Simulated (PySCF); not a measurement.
CH5O, SMILES C[OH2+], charge +1. Geometry: B3LYP-D3(BJ)/def2-TZVP. The isomer is the one that the SMILES or the coordinates give; other isomers of the formula were not compared.

Computed equilibrium geometry at B3LYP-D3(BJ)/def2-TZVP (PySCF confirms it by a frequency run) as bond lengths and angles, and its point group:
point group Cs.
Atoms: C1 O2 H3 H4 H5 H6 H7. Bond lengths (Å): C1–O2 1.519, C1–H3 1.084, C1–H4 1.084, C1–H5 1.085, O2–H6 0.976, O2–H7 0.976. Angles (°): O2–C1–H3 104.5, O2–C1–H4 104.5, O2–C1–H5 108.2, H3–C1–H4 111.9, H3–C1–H5 113.5, H4–C1–H5 113.5, C1–O2–H6 114.7, C1–O2–H7 114.7, H6–O2–H7 110.5.
Charge +1, spin multiplicity 1.
